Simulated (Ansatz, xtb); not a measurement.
## CH7BGeOSi: which of two structures lies lower

Structure X: a singlet given by its coordinates. Structure Y: `B[SiH2][GeH2][CH]=O`, a singlet. Both are isolated molecules in the gas phase, relaxed with PBE-D3(BJ)/def2-SVP; the shapes shown needn't be the lowest conformers.

X (Å):

```xyz
12

C    -1.9666    1.3561   -1.3735
B    -1.5308   -1.0595   -0.8367
Ge    0.3421   -0.3451   -0.1458
O    -2.1963    0.1350   -1.5848
Si   -0.6211    1.8528   -0.0779
H    -1.4964   -1.9908   -1.6232
H    -2.2259   -1.2638    0.1556
H     0.8370   -0.6962    1.2831
H     1.5799   -0.3668   -1.0915
H    -1.4319    2.0214    1.1859
H    -0.1021    3.2048   -0.4911
H    -2.5742    2.0448   -2.0071
```

Close contacts (Å): C1–O4 1.26, C1–Si5 1.93, B2–Ge3 2.12, B2–O4 1.56, Ge3–Si5 2.40, C1–H12 1.12, B2–H6 1.22, B2–H7 1.23, Ge3–H8 1.55, Ge3–H9 1.56, Si5–H10 1.51, Si5–H11 1.51.

Y (Å):

```xyz
12

C    -0.4901    3.7061   -1.5600
B     0.2019   -0.5409   -1.1356
Ge    0.6815    2.0539   -1.6359
O    -0.0459    4.8049   -1.3240
Si    0.0695    0.7059    0.3401
H    -0.7843   -0.7793   -1.8043
H     1.2878   -0.9808   -1.4611
H    -1.2416    1.2608    0.8227
H     1.1787    0.9826    1.3130
H     0.3580    1.3242   -2.9733
H     2.1799    2.4412   -1.6030
H    -1.5997    3.5299   -1.7232
```

Question: Which of the two would you expect CCSD(T)/def2-SVP + ΔMP2/def2-TZVPP electronic energies to favour?

Answer: Structure X; the calculation gives E(Y) − E(X) = +0.951 eV.

Level by level:

```csv
level,geometry,E(Y) − E(X) (eV),departure from the last row (eV),"job, with rough time for the two"
PBE-D3(BJ)/def2-SVP,PBE-D3(BJ)/def2-SVP,+1.018,+0.067,"optimisation, 2.8 min"
HF/def2-SVP,PBE-D3(BJ)/def2-SVP,+0.874,−0.077,part of the CCSD(T) run
MP2/def2-SVP,PBE-D3(BJ)/def2-SVP,+1.010,+0.059,part of the CCSD(T) run
CCSD(T)/def2-SVP,PBE-D3(BJ)/def2-SVP,+0.997,+0.046,single point
CCSD(T)/def2-SVP + ΔMP2/def2-TZVPP,PBE-D3(BJ)/def2-SVP,+0.951,,"single point, 54 s"
```

None of the levels shown reverses the order. The largest departure from CCSD(T)/def2-SVP + ΔMP2/def2-TZVPP is that of HF/def2-SVP, 0.077 eV. Levels run at GFN2-xTB geometries aren't shown. The last row adds to CCSD(T) the change of the MP2 difference between the two basis sets, here −0.046 eV.

With thermal terms from frequencies at re-optimised GFN2-xTB minima (ideal gas, soft modes damped towards free rotors, one conformer each, 298.15 K, 1 atm): the zero-point term adds −0.078 eV; ΔH is +0.926 and ΔG +0.776 eV.

The correlated steps freeze 17 core orbitals; the filled d shell of Ge is correlated, in a basis made for valence electrons. Codes used: Ansatz 0.2.0, xtb 6.7.1; the last row on 2 threads of Intel(R) Xeon(R) Platinum 8375C CPU @ 2.90GHz (Ice Lake) on a shared host.
